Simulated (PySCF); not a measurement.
Species: C4H5F2O3 (doublet state).
Geometry (GFN2-xTB, Å), atoms numbered from 1 in this order:
```
atom  x, y, z in Å
F1     2.277   -0.883   -1.396
C2     2.398   -0.184   -0.241
F3     3.618    0.372   -0.278
O4     1.468    0.794   -0.176
C5     0.331    0.515    0.602
O6    -0.659    1.420    0.462
C7    -1.799    0.752   -0.081
C8    -1.527   -0.728    0.230
O9    -0.132   -0.769    0.526
H10    2.355   -0.908    0.592
H11   -2.690    1.145    0.407
H12   -1.845    0.943   -1.159
H13   -2.077   -1.080    1.108
H14   -1.719   -1.389   -0.617
```

The hyperfine couplings belong to this conformer and change with its torsions.

The species is `FC(F)O[C]1OCCO1` [radical].

Method used: UKS B3LYP, pcH-1 on C F H O, non-relativistic, mean-field spin-orbit, GIAO (PySCF 2.14.0). Geometry: GFN2-xTB, one conformer, isolated molecule. The geometry wasn't refined by DFT: couplings that depend on bond lengths, twists or pyramidal angles can differ widely from those at the functional's own minimum. Stability of the SCF solution: not tested.

**Question.** Break the g tensor into its mass correction, gauge correction and orbital-Zeeman/spin–orbit terms.

**Answer.** 
```csv
Δg (ppm),1,2,3
relativistic mass correction,-251,-251,-251
gauge correction,28,26,-14
orbital Zeeman/spin–orbit,-280,1339,1390
total,-502,1114,1125
```

So g = 2.00182, 2.00343, 2.00344 and g_iso = 2.00290; the tensor is close to axial: the two nearest values differ by under 1 % of g3 − g1. 

**Question.** How much does each term add to the isotropic shift?

**Answer.** The orbital-Zeeman/spin–orbit term 816, the mass correction -251 and the gauge correction 13 ppm, for a total of 579 ppm. The orbital-Zeeman/spin–orbit term is the largest in size. The mass correction is the same along every axis, so the anisotropy comes from the other two: their spans along these axes are 41 (gauge) and 1669 ppm (orbital Zeeman/spin–orbit).

**Question.** At 9.673 GHz, how far is the centre of the isotropic spectrum from where a free electron (g = 2.002319) resonates?

**Answer.** B = hν/(g μB) with μB/h = 13.99624 MHz/mT gives 345.16 mT for the free electron and 345.06 mT at g_iso, 0.10 mT lower.

**Question.** In a frozen sample, at which fields do the three g values resonate at 9.5, 34, 94 and 263 GHz (hyperfine left aside), and which band first spreads them over more than twice a line width of 0.3 mT?

**Answer.** 
```json
{"band": "X", "GHz": "9.5", "B(g3) mT": "338.79", "B(g2) mT": "338.80", "B(g1) mT": "339.07", "spread mT": "0.28"}
{"band": "Q", "GHz": "34.0", "B(g3) mT": "1212.52", "B(g2) mT": "1212.53", "B(g1) mT": "1213.51", "spread mT": "0.99"}
{"band": "W", "GHz": "94.0", "B(g3) mT": "3352.27", "B(g2) mT": "3352.29", "B(g1) mT": "3355.00", "spread mT": "2.73"}
{"band": "J", "GHz": "263.0", "B(g3) mT": "9379.22", "B(g2) mT": "9379.28", "B(g1) mT": "9386.85", "spread mT": "7.63"}
```

The spread grows in proportion to the frequency. Q band is the first where it exceeds 0.6 mT.

The largest Mulliken spin populations are on C5 (+0.76) and O4 (+0.08). C5 is the only atom above +0.15. The angles at C5 add up to 341.3°, so it is pyramidal.

The HOMO–LUMO gaps are 6.18 eV among the α and 6.88 eV among the β orbitals.
